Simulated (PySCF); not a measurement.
C₂H₅ClSi, SMILES C(=C/Cl)/[SiH3].

The structure is a stationary point at ωB97X-D3(BJ)/def2-SVP. The structure was generated by enumeration; whether it is a known compound was not checked.

Two levels are set side by side: PBE/def2-TZVP (PySCF) and CAM-B3LYP/def2-TZVP (PySCF). Same geometry, gas phase. Differences are taken from unrounded values.

| quantity | CAM-B3LYP |
|---|---|
| orbital gap (eV) | 9.18 |
| highest occupied level (eV) | -8.97 |
| lowest empty level (eV) | 0.21 |
| dipole moment (D) | 1.44 |
| mean polarisability (bohr³) | 62.1 |

Task: What does PBE give, and how far is it from CAM-B3LYP? (The exact figures need the calculation; the answer reports its results.)

Result: 
```tsv
quantity	PBE	PBE minus CAM-B3LYP
orbital gap (eV)	4.66	-4.51
highest occupied level (eV)	-6.53	2.44
lowest empty level (eV)	-1.87	-2.08
dipole moment (D)	1.34	-0.10
mean polarisability (bohr³)	64.7	2.6
```

Without exact exchange PBE keeps part of each electron's self-repulsion, which lifts occupied levels and narrows the gap. Loosely held outer electrons make PBE densities more polarisable. Differences between two approximate levels are no errors against the true value.

Rough cost on one machine, each run with all the roots and properties that it gave: CAM-B3LYP against PBE within a factor of 2.
